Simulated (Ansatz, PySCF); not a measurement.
Reaction (SMILES): NB(N)F + H+ → NB([NH3+])F
Structures are relaxed separately at B3LYP-D3(BJ)/def2-TZVP in Ansatz (a program for electronic structure), one conformer each, not searched for the lowest. Frequencies are from Ansatz.

Wanted: proton affinity (0 K, with B3LYP-D3(BJ) harmonic zero-point energies), positive where the reaction releases energy, in kcal/mol. Correlated levels leave the core frozen unless marked. No spin-orbit coupling. Non-relativistic. CBS(X,Y): correlation extrapolated as X^-3; Hartree-Fock from the larger set. The bracket is a focal-point correction in the basis named.

```csv
level,program,proton affinity (kcal/mol)
HF/cc-pVQZ,Ansatz,202.2
HF-D3(BJ)/def2-TZVPD,PySCF + dftd3,205.0
PBE/def2-TZVPD,Ansatz,198.9
PBE-D3(BJ)/def2-TZVPD,Ansatz + dftd3,199.4
revPBE-D4/def2-TZVPD,Ansatz + dftd4,201.0
r2SCAN-D3(BJ)/def2-TZVPD,Ansatz + dftd3,199.9
PBE0/6-31G*,Ansatz,206.4
HSE06/def2-TZVPD,Ansatz,199.9
wB97X-V/def2-TZVPD,Ansatz,199.5
B2GP-PLYP/def2-TZVPD,Ansatz,197.8
PBE-QIDH/def2-TZVPD,Ansatz,199.4
RPA@PBE/cc-pVQZ,Ansatz,204.2
MP2/cc-pVTZ,Ansatz,201.1
MP2/cc-pwCVTZ,Ansatz,200.9
RI-MP2/cc-pVQZ,Ansatz,198.8
CCSD/STO-3G,Ansatz,276.7
CCSD/cc-pVDZ,Ansatz,208.6
"CCSD/CBS(cc-pVTZ,cc-pVQZ)",Ansatz,200.3
"RI-MP2/CBS(cc-pVTZ,cc-pVQZ)+[CCSD(T)-MP2]/cc-pVDZ",Ansatz,199.8
"RI-MP2/CBS(cc-pVTZ,cc-pVQZ)+[CCSD(T)-MP2]/cc-pVTZ",Ansatz,199.6
"CCSD(T)/CBS(cc-pVTZ,cc-pVQZ)",Ansatz,199.5
```
